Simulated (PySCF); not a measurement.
VO₂F, SMILES [O]=[V](=[O])[F], multiplicity 1.

Coordinates come from a B3LYP-D3(BJ)/def2-SVP optimisation. The spin state was assumed, not searched.

Computed with PBE/def2-TZVPD (PySCF).

Symmetry labels are those of the subgroup Cs that the program uses (full group Cs).

Task: List the valence orbital energies around the gap with their symmetry. (An estimate is asked for; the answer gives what the named calculation found.)

Result: 
| orbital | symmetry | energy (eV) |
|---|---|---|
| HOMO−7 | A" | -10.89 |
| HOMO−6 | A' | -10.72 |
| HOMO−5 | A' | -10.12 |
| HOMO−4 | A" | -9.89 |
| HOMO−3 | A" | -9.17 |
| HOMO−2 | A' | -9.10 |
| HOMO−1 | A' | -8.71 |
| HOMO | A" | -7.60 |
| LUMO | A' | -5.21 |
| LUMO+1 | A' | -4.30 |
| LUMO+2 | A" | -3.53 |
| LUMO+3 | A' | -1.82 |
